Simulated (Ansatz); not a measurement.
**GaSiH3F2 (SMILES [F][Ga]([F])[SiH3]): the energy, rung by rung**

GaSiH3F2 has 7 atoms, charge 0, and is taken as a singlet. As SMILES, `[F][Ga]([F])[SiH3]`. Geometry: optimised at B3LYP/def2-SVP.

```xyz
7

F     0.3434   -1.7279    2.0531
Ga    0.7535   -0.8791    0.5692
F     2.3171   -1.4175   -0.0267
Si   -0.6395    0.7657   -0.4894
H     0.1891    1.6022   -1.3995
H    -1.2749    1.6090    0.5602
H    -1.6886    0.0477   -1.2670
```

Quantity: the dissociation energy of the H5–Si4 bond into doublet H and doublet GaSiH2F2 (shapes relaxed at B3LYP/def2-SVP, no zero-point term), in eV. The values are calculated.

| level | kind | program | value (eV) | CPU time (all runs) |
| --- | --- | --- | --- | --- |
| HF/def2-SVP | Hartree–Fock | Ansatz | 3.07 | 3.5 s |
| PBE/def2-SVP | GGA | Ansatz | 3.74 | 5.4 s |
| r2SCAN/def2-SVP | meta-GGA | Ansatz | 3.75 | 14 s |
| B3LYP/def2-SVP | global hybrid | Ansatz | 3.89 | 8.7 s |
| wB97M-V/def2-SVP | range-separated hybrid | Ansatz | 4.00 | 38 s |

All-electron rows without a relativistic Hamiltonian named are non-relativistic. The values span 3.07 to 4.00 eV. Hartree–Fock misses the correlation of the electron pair that is broken and comes out low. Measured bond enthalpies also hold zero-point and thermal terms, a few tenths of an eV less. CPU times are rough (shared hosts, several kinds of processor): they show what a rung costs within a factor of a few.
